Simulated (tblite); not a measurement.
Compound: C₆H₁₃N (charge +1 and doublet state).
SMILES with atom numbers: `[CH2:1]=[CH:2][C@:3]([CH3:4])([NH2+:5])[CH2:6][CH3:7]` (hydrogens: H8, H9 on C1; H10 on C2; H11, H12, H13 on C4; H14, H15 on N5; H16, H17 on C6; H18, H19, H20 on C7)

Cartesian coordinates in Å at the GFN2-xTB level; atoms count from 1:
```
atom  x, y, z in Å
C1    -1.0419    1.5194   -1.3722
C2    -0.7636    1.1250   -0.1375
C3    -0.4620   -0.2939    0.2673
C4    -1.2502   -1.3653   -0.4771
N5    -0.5621   -0.4785    1.6393
C6     1.0991   -0.4706   -0.1951
C7     2.0608    0.4835    0.4574
H8    -1.3523    2.5333   -1.5655
H9    -1.0064    0.8701   -2.2312
H10   -0.7429    1.8378    0.6762
H11   -1.0744   -1.3272   -1.5466
H12   -0.9830   -2.3583   -0.1239
H13   -2.3140   -1.2147   -0.2995
H14   -0.7691   -1.3883    2.0184
H15   -0.2970    0.2492    2.2837
H16    1.1036   -0.3497   -1.2761
H17    1.3379   -1.5024    0.0632
H18    1.8604    1.5201    0.1990
H19    3.0578    0.2452    0.0787
H20    2.0942    0.3759    1.5385
```

All values are computed: GFN2-xTB (tblite) harmonic vibrations without scaling, gas phase. Against measured fundamentals such values can be off by several per cent, at times by over 20. One conformer, not necessarily the lowest. Open shells enter through the occupations alone, without spin polarisation, and single modes of such species can be off by tens of per cent.

Harmonic wavenumbers (cm⁻¹): 75.1, 106.5, 185.9, 215.6, 247.5, 252.1, 264.3, 295.7, 335.5, 371.4, 410.5, 433.4, 500.2, 606.2, 706.7, 787.9, 816.8, 896.5, 921.6, 956.3, 973.7, 987.6, 1010.9, 1017.8, 1043.9, 1098.1, 1195.4, 1210.3, 1248.8, 1257.5, 1305.5, 1360.9, 1383.4, 1400.2, 1420.8, 1430.0, 1435.4, 1453.3, 1465.6, 1468.8, 1603.8, 2978.6, 2992.5, 3023.2, 3030.6, 3049.3, 3051.0, 3055.1, 3059.1, 3080.9, 3099.4, 3126.2, 3443.4, 3503.7.

A = 2820, B = 2386, C = 1828 MHz; mass 99.105 u (most abundant isotopes); point group C1, symmetry number 1; spin multiplicity 2.

Task: What is the zero-point energy?

Result: ½Σν̃ = 38325 cm⁻¹ = 109.58 kcal/mol.

Task: Entropy at 500 K, 1 bar (ideal gas, RRHO, classical rotation)?

Result: Translation 42.29, rotation 29.20, vibration 45.53, spin (R ln 2) 1.38: S = 118.4 cal/(mol K).

Task: And Cp and H(500 K) − H(0)?

Result: Cp = 56.87 cal/(mol K), of which vibrations give 48.92 (their classical limit is 54 R = 107.3); H(500 K) − H(0) = 16.39 kcal/mol without the zero-point energy, 12.42 from vibrations.

Task: Blend soft modes into free rotors: weight 1/[1 + (100 cm⁻¹/ν̃)⁴] for the oscillator and the rest for a rotor with moment μB/(μ + B), μ = h/(8π²ν), B = 10⁻⁴⁴ kg m². What vibrational entropy results?

Result: 43.96 cal/(mol K) in place of 45.53, which changes −T·S at 500 K by +0.78 kcal/mol.

Task: Which modes carry the vibrational entropy at 500 K?

Result: 75.1 cm⁻¹: 5.04; 106.5 cm⁻¹: 4.35; 185.9 cm⁻¹: 3.25; 215.6 cm⁻¹: 2.97; 247.5 cm⁻¹: 2.70; 252.1 cm⁻¹: 2.67 cal/(mol K); the other 48 give 24.56 together.

Hindered rotation and anharmonicity are outside this model. Other conformers, if any are populated, would add a mixing term that is left out. The structure is chiral; the term R ln 2 for an equal mix with its mirror image is left out.
